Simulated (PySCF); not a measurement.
Identify the unknown among the candidates.

All candidates are C8H9FO2.

* 13C NMR: chemical shifts (computed TMS as zero) by class: 176.8 (1 C), 172.0 (1 C), 112.0 (1 C), 85.0 (1 C), 80.0 (1 C), 66.6 (1 C), 21.3 (1 C), 4.6 (1 C) ppm [GIAO PBE0/pcSseg-1]
* Rotational structure: rotational constants A, B, C: 5.503, 0.306, 0.299 GHz [GFN2-xTB]
* 1H NMR: chemical shifts (computed TMS as zero) by class: 7.96 (1 H), 5.83 (1 H), 4.40 (2 H), 2.69 (2 H), 1.97 (3 H) ppm [GIAO PBE0/pcSseg-1]
* NMR, other nuclei: isotropic shieldings of nuclei other than C and H, by class: -59 (1 O), 118 (1 O), 274 (1 F) ppm [GIAO PBE0/pcSseg-1]
* Dipole: 1.67 D [PBE0/pcSseg-1]

The electronic properties come from PySCF, for the isolated species, density fitting. Levels stand in brackets. The structure is a single GFN2-xTB conformer in the gas phase; no vibrational or solvent corrections. GFN2-xTB frequencies show an imaginary mode (24i cm⁻¹), so this geometry is no minimum at that level. NMR classes are plain means over equivalent atoms (diastereotopic ones count apart unless rotation or inversion swaps them), as if these changed places fast.

Question: Which candidate is it?
A. `CC#CCCOC(=O)/C=C/F`
B. `COC(=O)[C@@H]1[C@H]2C=CC[C@]21F`
C. `O=CO[C@@]12C=C(F)[C@@H](CC1)C2`
D. `C=C/C(=C\F)C(=C)OC(C)=O`

Answer: A. It is `CC#CCCOC(=O)/C=C/F`. Numbering: `[CH3:1][C:2]#[C:3][CH2:4][CH2:5][O:6][C:7](=[O:8])/[CH:9]=[CH:10]/[F:11]`. Its formula, C8H9FO2, gives 4 degrees of unsaturation: 0 rings and 4 π bonds in the structure found. 8 carbons fall into 8 classes; from least to most shielded: vinylic C–F carbon [C10] (176.8 ppm), ester carbonyl carbon [C7] (172.0 ppm), alkene CH carbon [C9] (112.0 ppm), alkyne carbon [C2] (85.0 ppm), alkyne carbon [C3] (80.0 ppm), sp3 carbon bound to oxygen [C5] (66.6 ppm), propargylic carbon [C4] (21.3 ppm), propargylic carbon [C1] (4.6 ppm). Hydrogen classes from least to most shielded: 1 H on a vinylic C–F carbon, C10 (7.96 ppm), 1 H on an alkene CH carbon, C9 (5.83 ppm), 2 H on an sp3 carbon bound to oxygen, C5 (4.40 ppm, a mean of values up to 1.0 ppm apart in this geometry), 2 H on a propargylic carbon, C4 (2.69 ppm, a mean of values up to 0.6 ppm apart in this geometry), 3 H on a propargylic carbon, C1 (1.97 ppm). The other shieldings belong to: -59 ppm, ester carbonyl oxygen [O8]; 118 ppm, ester single-bonded oxygen [O6]; 274 ppm, vinyl fluorine [F11]. The optimised geometry has point group C1 and is an asymmetric top.

The others, at the same levels:
- `C=C/C(=C\F)C(=C)OC(C)=O` fails: its computed 13C shifts are 172.6 (1 C), 161.2 (1 C), 159.2 (1 C), 136.3 (1 C), 131.0 (1 C), 120.9 (1 C), 107.4 (1 C), 23.3 (1 C) ppm, 1H shifts are 7.08 (1 H), 7.02 (1 H), 5.52 (1 H), 5.43 (1 H), 5.06 (1 H), 5.00 (1 H), 2.07 (3 H) ppm and rotational constant A is 1.596 GHz (against 5.503 GHz).
- `COC(=O)[C@@H]1[C@H]2C=CC[C@]21F` fails: its computed 13C shifts are 175.0 (1 C), 141.5 (1 C), 137.6 (1 C), 92.1 (1 C), 52.4 (1 C), 45.5 (1 C), 41.0 (1 C), 39.8 (1 C) ppm, 1H shifts are 6.24 (1 H), 5.71 (1 H), 4.04 (3 H), 3.25 (1 H), 3.03 (1 H), 2.87 (1 H), 1.17 (1 H) ppm and rotational constant A is 2.435 GHz (against 5.503 GHz).
- `O=CO[C@@]12C=C(F)[C@@H](CC1)C2` fails: its computed 13C shifts are 180.0 (1 C), 165.3 (1 C), 114.8 (1 C), 91.7 (1 C), 56.0 (1 C), 44.0 (1 C), 30.1 (1 C), 29.6 (1 C) ppm, 1H shifts are 8.12 (1 H), 5.47 (1 H), 3.12 (1 H), 2.74 (1 H), 2.59 (1 H), 2.14 (1 H), 1.67 (1 H), 1.58 (1 H), 1.38 (1 H) ppm and rotational constant A is 2.561 GHz (against 5.503 GHz).

Each candidate is one conformer, not necessarily the lowest. The conformers computed, where there is a choice (atom-mapped SMILES and torsion angles):
- `[CH3:1][C:2]#[C:3][CH2:4][CH2:5][O:6][C:7](=[O:8])/[CH:9]=[CH:10]/[F:11]`: C3–C4–C5–O6 -177°, C4–C5–O6–C7 -82°, C5–O6–C7–O8 -1°, O6–C7–C9–C10 180°
- `[CH2:1]=[CH:2]/[C:3](=[CH:4]\[F:5])[C:6](=[CH2:7])[O:8][C:9]([CH3:10])=[O:11]`: C1–C2–C3–C4 166°, C2–C3–C6–C7 131°, C3–C6–O8–C9 -40°, C6–O8–C9–C10 176°

The conformers of `COC(=O)[C@@H]1[C@H]2C=CC[C@]21F` and `O=CO[C@@]12C=C(F)[C@@H](CC1)C2` aren't listed.
